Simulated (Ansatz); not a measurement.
Results of the Gaussian-basis code of Ansatz.

`B[SiH]1CO1`. The species carries charge 0 and has multiplicity 1. All single points use the PBE0-D4/def2-TZVP geometry.

```xyz
9

B    -0.932   -1.373   -0.690
Si    0.386   -0.409    0.421
C     0.404    1.422    0.278
O     1.458    0.654   -0.325
H    -1.050   -1.085   -1.842
H    -1.674   -2.181   -0.218
H     0.917   -0.995    1.675
H    -0.225    1.952   -0.434
H     0.717    2.017    1.134
```

(1) What is the dipole moment at r2SCAN/def2-TZVPP? (Best estimate.)

(2) And with PBE, B3LYP, ωB97M-V? (An estimate is asked.)

(3) Give the Mulliken charges with r2SCAN, PBE, ωB97M-V in def2-TZVPP. (An estimate is asked.)

Results:

(1) The calculation gave: 1.40 D, with components (-1.15, -0.26, 0.74) D in this frame, pointing from negative to positive charge.

(2) The calculation gave: PBE 1.29 D, B3LYP 1.61 D, ωB97M-V 1.77 D.

(3) The calculation gave: 
```
atom  r2SCAN    PBE  ωB97M-V
  B1   -0.10  -0.11    -0.20
 Si2    0.41   0.30     0.34
  C3   -0.05  -0.09    -0.16
  O4   -0.39  -0.32    -0.38
  H5    0.04   0.05     0.11
  H6    0.02   0.04     0.10
  H7   -0.08  -0.07    -0.03
  H8    0.07   0.10     0.11
  H9    0.07   0.10     0.11
```

B3LYP here is the variant with VWN-RPA as its local correlation; programs differ in this.
